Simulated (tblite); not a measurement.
Compound: C7H11FSi.
Atom-mapped SMILES: `[CH:1]#[C:2][CH2:3][CH2:4][C:5]1([F:6])[CH2:7][SiH2:8][CH2:9]1` (hydrogens: H10 on C1; H11, H12 on C3; H13, H14 on C4; H15, H16 on C7; H17, H18 on Si8; H19, H20 on C9)

The geometry is computed with GFN2-xTB (gas phase).

Problem. List the bond lengths, angles and torsions at this level.

Solution. 
| bond | length (bohr) | order |
| --- | --- | --- |
| C1≡C2 | 2.261 | triple |
| C2–C3 | 2.736 | single |
| C3–C4 | 2.898 | single |
| C4–C5 | 2.879 | single |
| C5–F6 | 2.635 | single |
| C5–C7, C5–C9 | 2.910 | single |
| C7–Si8, Si8–C9 | 3.610 | single |
| C1–H10 | 1.982 | single |
| C3–H11, C3–H12 | 2.067 | single |
| C4–H13, C4–H14 | 2.065 | single |
| C7–H15, C9–H19 | 2.056 | single |
| C7–H16, C9–H20 | 2.054 | single |
| Si8–H17 | 2.763 | single |
| Si8–H18 | 2.757 | single |

Bonds in one row agree within 0.02 bohr and their mean is given. Orders are formal, as drawn. A selection of angles:
| angle | degrees |
| --- | --- |
| C1–C2–C3 | 178.6 |
| C2–C3–C4 | 110.8 |
| C3–C4–C5 | 112.7 |
| C4–C5–F6 | 108.0 |
| C4–C5–C7 | 114.5 |
| F6–C5–C7 | 111.0 |
| C7–C5–C9 | 99.9 |
| C5–C7–Si8 | 90.8 |
| C7–Si8–C9 | 76.2 |

Dihedral angles: C2–C3–C4–C5 179° (antiperiplanar); C3–C4–C5–F6 -55° (synclinal); C4–C5–C7–Si8 108° (anticlinal); C5–C7–Si8–C9 10° (synperiplanar); C7–Si8–C9–C5 -10° (synperiplanar); C4–C5–C9–Si8 -110° (anticlinal). The mirror-image conformer, all signs reversed, is as good.

The C–C distances run from 1.196 Å (C1≡C2, drawn triple) to 1.540 Å (C5–C9, drawn single), a spread of 0.344 Å. The 4-membered ring C5–C7–Si8–C9 has internal angles of 76.2° to 99.9°; it is puckered, 0.08 Å rms from its mean plane, widest ring torsion 12°. Of the pairs four or more bonds apart, H12···H16 is among the closest relative to their van der Waals radii: 2.25 Å, 94 % of the sum of Bondi's values. Si8 (SiH2 silicon) has angles from 76.2° to 117.6°.

Point group: C1 (no symmetry element, even within 0.4 Å). Its GFN2-xTB frequencies are all real (lowest 39 cm⁻¹). One conformer, not necessarily the lowest.

Hardware: Arm Neoverse V1, one thread (shared host). Cost: 1.3 s wall. These figures are those of the optimisation.
